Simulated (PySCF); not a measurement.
C$_{7}$H$_{8}$, charge +1, doublet, geometry from GFN2-xTB (a state made from the parent by changing its charge; the spin is typed, not shown lowest), with bond 8-1 at 1.4 times its length; PySCF with SA2-CASSCF(5,7)/STO-3G.

Here is a job for PySCF.
```python
from pyscf import gto, scf, mcscf
import numpy

mol = gto.M(
    atom='''
C    -2.366530   -0.088812    0.075370
C    -0.910108   -0.043246   -0.045476
C    -0.140973   -1.225889    0.120750
C     1.226722   -1.153665    0.206655
C     1.867173    0.080875    0.018153
C     1.126048    1.261590   -0.146228
C    -0.242048    1.195319   -0.233187
H    -2.969119    1.245743    0.501379
H    -2.711748   -0.903599    0.712469
H    -2.774286   -0.305433   -0.925021
H    -0.646111   -2.176311    0.213291
H     1.811709   -2.045368    0.374759
H     2.944586    0.111898   -0.076851
H     1.634606    2.208806   -0.245315
H    -0.823503    2.088536   -0.409219
''',
    basis='sto-3g',
    charge=1,
    spin=1,
    verbose=4,
)

mf = scf.ROHF(mol)
mf.kernel()
mc = mcscf.CASSCF(mf, 7, 5)
mc.fix_spin_(ss=0.75)
mc = mc.state_average_([0.5, 0.5])
mc.kernel()
```

It wrote (shortened):

```
PySCF version 2.14.0

[INPUT] verbose = 4
[INPUT] num. atoms = 15
[INPUT] num. electrons = 49
[INPUT] charge = 1
[INPUT] spin (= nelec alpha-beta = 2S) = 1
[INPUT] symmetry False subgroup None
[INPUT] Mole.unit = angstrom
[INPUT] Symbol           X                Y                Z      unit          X                Y                Z       unit  Magmom
[...]
nuclear repulsion = 268.5767753021
number of shells = 29
number of NR pGTOs = 129
number of NR cGTOs = 43
basis = sto-3g
ecp = {}

******** <class 'pyscf.scf.rohf.ROHF'> ********
method = ROHF
initial guess = minao
damping factor = 0
level_shift factor = 0
DIIS = <class 'pyscf.scf.diis.CDIIS'>
diis_start_cycle = 1
diis_space = 8
diis_damp = 0
SCF conv_tol = 1e-09
SCF conv_tol_grad = None
SCF max_cycles = 50
direct_scf = True
direct_scf_tol = 1e-13
num. doubly occ = 24  num. singly occ = 1
Set gradient conv threshold to 3.16228e-05
init E= -268.288874852728
[...]
cycle= 1 E= -266.081489133926  delta_E= 2.21  |g|= 0.378  |ddm|= 3.57
[...]
cycle= 2 E= -266.141731918551  delta_E= -0.0602  |g|= 0.105  |ddm|= 0.495
[...]
cycle= 3 E= -266.146144079595  delta_E= -0.00441  |g|= 0.0518  |ddm|= 0.157
[...]
cycle= 4 E= -266.147135679689  delta_E= -0.000992  |g|= 0.0162  |ddm|= 0.0653
[...]
cycle= 5 E= -266.147244040241  delta_E= -0.000108  |g|= 0.00305  |ddm|= 0.0179
[...]
cycle= 6 E= -266.147251814528  delta_E= -7.77e-06  |g|= 0.00124  |ddm|= 0.00469
[...]
cycle= 7 E= -266.147253361818  delta_E= -1.55e-06  |g|= 0.000337  |ddm|= 0.00264
[...]
cycle= 8 E= -266.147253663114  delta_E= -3.01e-07  |g|= 0.000236  |ddm|= 0.00101
[...]
cycle= 9 E= -266.147253870495  delta_E= -2.07e-07  |g|= 0.000188  |ddm|= 0.000829
[...]
cycle= 10 E= -266.147254123317  delta_E= -2.53e-07  |g|= 0.000153  |ddm|= 0.00121
[...]
cycle= 11 E= -266.147254543701  delta_E= -4.2e-07  |g|= 6.51e-05  |ddm|= 0.00339
[...]
cycle= 12 E= -266.14725459705  delta_E= -5.33e-08  |g|= 1.92e-05  |ddm|= 0.00143
[...]
cycle= 13 E= -266.147254599029  delta_E= -1.98e-09  |g|= 9.76e-06  |ddm|= 0.000263
[...]
cycle= 14 E= -266.1472545992  delta_E= -1.71e-10  |g|= 6.35e-06  |ddm|= 5.63e-05
[...]
Extra cycle  E= -266.147254599262  delta_E= -6.2e-11  |g|= 4.06e-06  |ddm|= 1.71e-05
converged SCF energy = -266.147254599262

******** <class 'pyscf.mcscf.addons.StateAverageCASSCF'> ********
CAS (3e+2e, 7o), ncore = 22, nvir = 14
max_cycle_macro = 50
max_cycle_micro = 4
conv_tol = 1e-07
conv_tol_grad = None
orbital rotation max_stepsize = 0.02
orbital rotation threshold for CI restart = 0.01
augmented hessian ah_max_cycle = 30
augmented hessian ah_conv_tol = 1e-12
augmented hessian ah_linear dependence = 1e-14
augmented hessian ah_level shift = 1e-08
augmented hessian ah_start_tol = 2.5
augmented hessian ah_start_cycle = 3
augmented hessian ah_grad_trust_region = 3
kf_trust_region = 3
kf_interval = 4
ci_response_space = 4
ci_grad_trust_region = 3
with_dep4 0
natorb = False
canonicalization = True
sorting_mo_energy = False
ao2mo_level = 2
internal_rotation = False
******** <class 'pyscf.mcscf.addons.StateAverageSpinPenaltyFCISolver'> ********
max. cycles = 50
conv_tol = 1e-08
davidson only = True
linear dependence = 1e-12
level shift = 0.001
max iter space = 12
nroots = 2
pspace_size = 400
spin = None
State-average over 2 states with weights [0.5, 0.5]
CASCI E = -266.182589146045  S^2 = 0.7500000
Set conv_tol_grad to 0.000316228
macro iter   1 ( 21 JK    4 micro), CASSCF E = -266.199074454576  dE = -1.64853085e-02  S^2 = 0.7500000
               |grad[o]|=0.0948  |ddm|=0.0491  |maxRot[o]|=0.156
macro iter   2 ( 11 JK    4 micro), CASSCF E = -266.200872648491  dE = -1.79819392e-03  S^2 = 0.7500000
               |grad[o]|=0.0138  |ddm|= 0.04  |maxRot[o]|=0.0898
macro iter   3 ( 11 JK    4 micro), CASSCF E = -266.201091031893  dE = -2.18383401e-04  S^2 = 0.7500000
               |grad[o]|=0.0043  |ddm|=0.0101  |maxRot[o]|=0.0337
macro iter   4 ( 12 JK    4 micro), CASSCF E = -266.201096331937  dE = -5.30004377e-06  S^2 = 0.7500000
[...]
macro iter  31 (  3 JK    1 micro), CASSCF E = -266.201107520926  dE = -3.43013085e-07  S^2 = 0.7500000
               |grad[o]|=0.000197  |ddm|=0.000431  |maxRot[o]|=0.00114
macro iter  32 (  3 JK    1 micro), CASSCF E = -266.201107861331  dE = -3.40405109e-07  S^2 = 0.7500000
               |grad[o]|=0.000196  |ddm|=0.00043  |maxRot[o]|=0.00113
macro iter  33 (  3 JK    1 micro), CASSCF E = -266.201108199201  dE = -3.37869551e-07  S^2 = 0.7500000
               |grad[o]|=0.000196  |ddm|=0.000427  |maxRot[o]|=0.00113
macro iter  34 (  3 JK    1 micro), CASSCF E = -266.201108534317  dE = -3.35115885e-07  S^2 = 0.7500000
               |grad[o]|=0.000195  |ddm|=0.000427  |maxRot[o]|=0.00113
macro iter  35 (  3 JK    1 micro), CASSCF E = -266.201108866781  dE = -3.32464708e-07  S^2 = 0.7500000
               |grad[o]|=0.000194  |ddm|=0.000424  |maxRot[o]|=0.00112
macro iter  36 (  3 JK    1 micro), CASSCF E = -266.201109196407  dE = -3.29625493e-07  S^2 = 0.7500000
               |grad[o]|=0.000193  |ddm|=0.000423  |maxRot[o]|=0.00112
macro iter  37 (  3 JK    1 micro), CASSCF E = -266.201109523316  dE = -3.26909287e-07  S^2 = 0.7500000
               |grad[o]|=0.000192  |ddm|=0.00042  |maxRot[o]|=0.00111
macro iter  38 (  3 JK    1 micro), CASSCF E = -266.201109847355  dE = -3.24038467e-07  S^2 = 0.7500000
               |grad[o]|=0.000191  |ddm|=0.000419  |maxRot[o]|=0.00111
macro iter  39 (  3 JK    1 micro), CASSCF E = -266.201110168663  dE = -3.21308221e-07  S^2 = 0.7500000
               |grad[o]|=0.000191  |ddm|=0.000416  |maxRot[o]|=0.0011
macro iter  40 (  3 JK    1 micro), CASSCF E = -266.201110487116  dE = -3.18452692e-07  S^2 = 0.7500000
               |grad[o]|=0.00019  |ddm|=0.000416  |maxRot[o]|=0.0011
macro iter  41 (  3 JK    1 micro), CASSCF E = -266.201110802870  dE = -3.15754335e-07  S^2 = 0.7500000
               |grad[o]|=0.000189  |ddm|=0.000413  |maxRot[o]|=0.00109
macro iter  42 (  3 JK    1 micro), CASSCF E = -266.201111115823  dE = -3.12952920e-07  S^2 = 0.7500000
               |grad[o]|=0.000188  |ddm|=0.000412  |maxRot[o]|=0.00109
macro iter  43 (  3 JK    1 micro), CASSCF E = -266.201111426158  dE = -3.10334997e-07  S^2 = 0.7500000
               |grad[o]|=0.000187  |ddm|=0.000409  |maxRot[o]|=0.00108
macro iter  44 (  3 JK    1 micro), CASSCF E = -266.201111733789  dE = -3.07630728e-07  S^2 = 0.7500000
               |grad[o]|=0.000186  |ddm|=0.000409  |maxRot[o]|=0.00108
macro iter  45 (  3 JK    1 micro), CASSCF E = -266.201112038913  dE = -3.05124502e-07  S^2 = 0.7500000
               |grad[o]|=0.000186  |ddm|=0.000406  |maxRot[o]|=0.00107
macro iter  46 (  3 JK    1 micro), CASSCF E = -266.201112341466  dE = -3.02552735e-07  S^2 = 0.7500000
               |grad[o]|=0.000185  |ddm|=0.000405  |maxRot[o]|=0.00107
macro iter  47 (  3 JK    1 micro), CASSCF E = -266.201112641659  dE = -3.00193165e-07  S^2 = 0.7500000
               |grad[o]|=0.000184  |ddm|=0.000403  |maxRot[o]|=0.00107
macro iter  48 (  3 JK    1 micro), CASSCF E = -266.201112939448  dE = -2.97788915e-07  S^2 = 0.7500000
               |grad[o]|=0.000183  |ddm|=0.000402  |maxRot[o]|=0.00106
macro iter  49 (  3 JK    1 micro), CASSCF E = -266.201113235055  dE = -2.95606924e-07  S^2 = 0.7500000
               |grad[o]|=0.000183  |ddm|=0.0004  |maxRot[o]|=0.00106
macro iter  50 (  3 JK    1 micro), CASSCF E = -266.201113528453  dE = -2.93398614e-07  S^2 = 0.7500000
               |grad[o]|=0.000182  |ddm|=0.000399  |maxRot[o]|=0.00105
1-step CASSCF not converged,  50 macro (205 JK  67 micro) steps
CASSCF canonicalization
Density matrix diagonal elements [1.91652784 1.45748214 1.43160245 0.05398331 0.04269777 0.0755156
 0.02219089]
CASSCF energy = -266.201113528453
CASCI E = -266.201113528453  E(CI) = -5.48326925419627  S^2 = 0.7500000
CASCI state-averaged energy = -266.201113528453
CASCI energy for each state
  State 0 weight 0.5  E = -266.210115411336 S^2 = 0.7500000
  State 1 weight 0.5  E = -266.19211164557 S^2 = 0.7500000
```

The run did not converge; its last values are not results.
